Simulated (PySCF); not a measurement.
A calculated (M06, PySCF 2.14, aug-cc-pwCVTZ-DK with one added diffuse shell each of s, p, d, f, g type, the spin-free X2C one-electron Hamiltonian (Gaussian nucleus)) atom or ion has these occupied shells.

```json
{"shell": "1s α", "electrons": "1", "orbital energy (eV)": "-6492.1", "rms radius, mean of both spins (bohr)": "0.0703"}
{"shell": "1s β", "electrons": "1", "orbital energy (eV)": "-6492.1", "rms radius, mean of both spins (bohr)": "0.0703"}
{"shell": "2s α", "electrons": "1", "orbital energy (eV)": "-789.02", "rms radius, mean of both spins (bohr)": "0.303"}
{"shell": "2s β", "electrons": "1", "orbital energy (eV)": "-787.34", "rms radius, mean of both spins (bohr)": "0.303"}
{"shell": "2p α", "electrons": "3", "orbital energy (eV)": "-670.98", "rms radius, mean of both spins (bohr)": "0.274"}
{"shell": "2p β", "electrons": "3", "orbital energy (eV)": "-669.34", "rms radius, mean of both spins (bohr)": "0.274"}
{"shell": "3s α", "electrons": "1", "orbital energy (eV)": "-119.58", "rms radius, mean of both spins (bohr)": "0.906"}
{"shell": "3s β", "electrons": "1", "orbital energy (eV)": "-114.17", "rms radius, mean of both spins (bohr)": "0.906"}
{"shell": "3p α", "electrons": "3", "orbital energy (eV)": "-86.461", "rms radius, mean of both spins (bohr)": "0.966"}
{"shell": "3p β", "electrons": "3", "orbital energy (eV)": "-80.566", "rms radius, mean of both spins (bohr)": "0.966"}
{"shell": "3d α", "electrons": "4", "orbital energy (eV)": "-35.421", "rms radius, mean of both spins (bohr)": "1.17"}
{"shell": "4p α", "electrons": "1", "orbital energy (eV)": "-17.717", "rms radius, mean of both spins (bohr)": "3.06"}
```

**Question.** Name the element and its charge.

**Answer.** Mn²⁺ (manganese, charge +2), in [Ar] 3d4 4p1, one real determinant (an excited configuration).
